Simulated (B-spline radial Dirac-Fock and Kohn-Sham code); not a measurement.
**2p1/2 emission of Rh³⁺**

System: the Rh³⁺ ion, configuration 1s2 2s2 2p6 3s2 3p6 3d10 4s2 4p6 4d5 5s1 (an excited configuration).

The computed values come from a radial B-spline solver: independent-particle radiative and Coulomb Auger rates from relativistic LDA hole-state orbitals, with Dirac-Fock energies.

| line | multipole | energy (eV) | rate (s⁻¹) | share (%) |
| --- | --- | --- | --- | --- |
| Lη (L2-M1) | E1 | 2517.6 | 3.84e+12 | 2.58 |
| Lβ1 (L2-M4) | E1 | 2836.5 | 1.37e+14 | 91.6 |
| Lγ5 (L2-N1) | E1 | – | 7.71e+11 | 0.517 |
| Lγ1 (L2-N4) | E1 | 3154.1 | 7.83e+12 | 5.25 |
| L2-O1 | E1 | 3169.7 | 7.20e+10 | 0.0483 |

The listed lines hold 100.0 % of the radiative rate. A dash stands for an energy that rests on an unreliable hole state. The radiative width is 0.0982 eV in the length form and 0.100 eV in the velocity form; the two differ because the transition energies are not eigenvalue differences of the potential that gave the orbitals.
